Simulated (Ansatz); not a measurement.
Mulliken charges of `F[SiH](Br)Br` from r2SCAN/def2-TZVPP in Ansatz (PBE0-D4/def2-TZVP geometry).

```
atom   x (Å)   y (Å)   z (Å)  charge (e)
  F1  -0.719   0.135   1.457      -0.284
 Si2   0.007   0.119   0.050       0.670
 Br3   1.726  -1.233   0.177      -0.167
 Br4  -1.422  -0.577  -1.457      -0.167
  H5   0.457   1.482  -0.268      -0.052
```

By hand: the dipole of these point charges (1 e Å = 4.8032 D).

Σ q r = (0.134, 0.267, -0.153) e Å, of length 0.336 e Å = 1.61 D.

How does the dipole of the full density compare? (Best estimate.)

The calculation gave: (0.083, 0.130, -0.109) e Å, 0.91 D; the point charges give 1.77 times that, at 10° from its direction.

Point charges leave out the atoms' own dipoles, such as those of lone pairs, and Mulliken's split depends on the basis, so the two needn't agree.
